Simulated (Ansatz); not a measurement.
`[F][Sn]([F])([F])[SiH3]` + H₂Se → `[F][Sn]([F])([F])[SeH]` + SiH₄ at 400 K and 1 bar (cleavage of the Sn–Si bond).

Calculated with Ansatz (gas phase, PBE0-D4/def2-TZVP geometries, no zero-point term in ΔE). CCSD(T)/CBS adds triple-zeta CCSD(T) − MP2 to the extrapolated MP2 energy (def2 sets, frozen cores). This one scheme is used for every species. def2 core potentials past Kr. For Se, Sn outer-core shells are correlated without core-valence functions, which leaves a few kJ/mol of doubt a bond. Scalar relativity is left out up to krypton. Each species was taken in one conformer, which may not be the lowest.

```tsv
species	CCSD(T)/CBS energy (Eh)	H − E (kJ/mol)	S (J/(mol·K))
`[F][Sn]([F])([F])[SiH3]`	-804.39187	117.9	419.7
H₂Se	-2401.89790	49.4	229.5
`[F][Sn]([F])([F])[SeH]`	-2914.83827	70.8	426.2
SiH₄	-291.46306	96.9	218.6
```

H − E and S are ideal-gas, rigid-rotor, harmonic terms from PBE0-D4/def2-TZVP, for one conformer and one mirror image of each species. 1 Eh = 2625.50 kJ/mol, R = 8.31446 J/(mol·K).

Q: By hand: ΔE, ΔH, ΔS and ΔG.

A: ΔE = (-2914.83827) + (-291.46306) − (-804.39187) − (-2401.89790) = -0.01156 Eh = -30.4 kJ/mol. Δ(H − E) = 70.8 + 96.9 − 117.9 − 49.4 = 0.4, so ΔH = -30.0 kJ/mol. ΔS = 426.2 + 218.6 − 419.7 − 229.5 = -4.4 J/(mol·K). ΔG = -30.0 − 400 × (-4.4)/1000 = -28.2 kJ/mol.

Q: By hand: the equilibrium constant, and the temperature at which ΔG would vanish if ΔH and ΔS stayed fixed.

A: log₁₀ K = −ΔG/(RT ln 10) = 3.7. ΔG = 0 at ΔH/ΔS = 6818 K, far beyond where these terms or the molecules hold.

The number of gas molecules stays the same, so ΔS is small and ΔH decides. A doubt of 5 kJ/mol in ΔE shifts log₁₀ K by 0.7 here. Other conformers and mirror images would add mixing entropy, several J/(mol·K) or more a flexible species. Modes under 60 cm⁻¹, often nearly free rotors, make the harmonic entropy too high. These are equilibria of isolated gas molecules and say nothing of rates. Largest T1 diagnostic: 0.015 (customary marks: 0.02 for closed shells, 0.045 for open ones).
